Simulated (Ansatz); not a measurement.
A search over several starts for the lowest SCF solution of the cluster MgTe₂⁻ at the given spin, in a small basis.

```yaml
crystal:
  periodic: [false, false, false]
  atoms:
    - {symbol: Mg, position_ang: [1.186589, -0.409783, 0.653903]}
    - {symbol: Te, position_ang: [-0.513204, -0.982236, -1.216382]}
    - {symbol: Te, position_ang: [-0.673384, 1.392010, 0.562479]}
basis:
  gaussian: {orbitals: def2-SVP}
total_charge: -1
magnetization: {spin_polarized: true, initial_magnetization: 1}
hamiltonian: {xc: pbe0, dispersion: d4}
output: {orbitals: {seedname: orbitals}}
```

```sh
$ ansatz run in.yaml --threads 4 --pin off --events-out ev --progress --plain --max-ram 3916MiB
```

Output, abridged:

```
Functional definition: PBE0
  name "PBE0"
  cite "Adamo & Barone, J. Chem. Phys. 110, 6158 (1999) doi:10.1063/1.478522"
  cite "Perdew, Burke & Ernzerhof, Phys. Rev. Lett. 77, 3865 (1996) doi:10.1103/PhysRevLett.77.3865"
  parent pbe
  parameter a = 0.25
  parameter kappa = 0.804
  parameter beta = 0.06672455060314922
  exchange = (1 - a)*pbe_x(kappa = kappa, mu = beta*pi^2/3) + a*exact_x
  correlation = pbe_c(beta = beta)
810 factors; integrals over basis functions are off by at most 1.6e-4 eV
mean field evaluation 1: about -20029.3476 eV, gradient 7.3e0 eV
mean field evaluation 2: about -20029.4752 eV, gradient 6.7e0 eV
mean field evaluation 4: about -20029.7788 eV, gradient 5.7e-1 eV
mean field evaluation 8: about -20029.9357 eV, gradient 4.8e-2 eV
mean field evaluation 16: about -20029.9359 eV, gradient 2.6e-5 eV
mean field -20029.93588391 eV, -736.0865669556 hartree, gradient 2.7e-5 eV, S^2 0.751453; 3 other end points of the search recorded, 0 dependent functions left out
reference -20029.93591034 eV, -736.0865679268 hartree; 31, 30 occupied and 39, 40 virtual orbitals, 810 factors
Total energy: -20030.04363040 eV, -736.0905265662 hartree
```

Hardware: 4 threads of Arm Neoverse V2 on a shared host. Wall time 2 s.

In the def2 sets Te takes a core potential; there is no spin–orbit coupling. The structure comes from a short search, and lower isomers may exist.
